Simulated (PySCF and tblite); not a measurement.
The numbers below are computed, except where a source is named.
System: C₅H₃BF₃S (charge +1), numbered as in [F:1][B:2]([F:3])[c:4]1[cH:5][cH:6][cH:7][c:8]([F:9])[s+:10]1.

Motion: rotation about the B2–C4 bond (torsion F1–B2–C4–C5 from 0° to 180°, rising). GFN2-xTB gives an electronic barrier of 3.1 kcal/mol.

The ion is treated without a counter-ion.

What does PBE0/pcSseg-1 + D3(BJ), IEF-PCM chloroform give on GFN2-xTB geometries?

A barrier of 5.4 kcal/mol, 2.3 above the tight-binding barrier (from unrounded values) and, with GFN2-xTB thermal terms, ΔG‡(298 K) = 5.8 kcal/mol and k = 6.8×10⁸ s⁻¹ (2 equivalent paths).

Programs: tblite and PySCF.
